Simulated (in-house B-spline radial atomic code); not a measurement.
A fraction x of an electron is removed from 4d in Rh2+, starting from [Kr] 4d7 and keeping the highest spin. All numbers are computed (scalar-relativistic (X2C) LC-wPBE, spin-polarised, spherical fractional occupations; Fermi nucleus of rms radius 4.4945 fm) with an all-electron radial atomic-structure program (B-spline basis), not measured.

Caution: exact exchange at fractional occupations of open shells leaves self-interaction of up to several eV.

| x | E(x) - E(0) (eV) | 4d down level (eV) |
| --- | --- | --- |
| 0 | 0.0000 | -23.354 |
| 0.08 | 1.9022 | -24.201 |
| 0.15 | 3.6224 | -24.948 |
| 0.33 | 8.2882 | -26.898 |
| 0.47 | 12.1617 | -28.442 |
| 0.5 | 13.0200 | -28.775 |
| 0.62 | 16.5537 | -30.121 |
| 0.7 | 18.9996 | -31.027 |
| 0.78 | 21.5182 | -31.940 |
| 0.98 | 28.1371 | -34.253 |
| 1 | 28.8245 | -34.487 |

The exact functional would give a straight line between the two integer points. Deviations E(x) - E(0) - x[E(1) - E(0)], in eV: -0.404 at x = 0.08, -0.701 at x = 0.15, -1.224 at x = 0.33, -1.386 at x = 0.47, -1.392 at x = 0.5, -1.317 at x = 0.62, -1.178 at x = 0.7, -0.965 at x = 0.78, -0.111 at x = 0.98.

The curve lies below the straight line by up to 1.392 eV (at x = 0.5): convex, the delocalisation error, to which spherically averaged exact exchange adds.

**Question.** How well does Slater's transition state (minus the level at half occupation) give the ionisation energy?

**Answer.** It gives 28.775 eV against 28.825 eV from the two total energies; NIST lists 31.06 eV, ground level to ground level. The end point has an open shell averaged over its orbitals, so its exact exchange keeps a self-interaction and this is no true integer point.
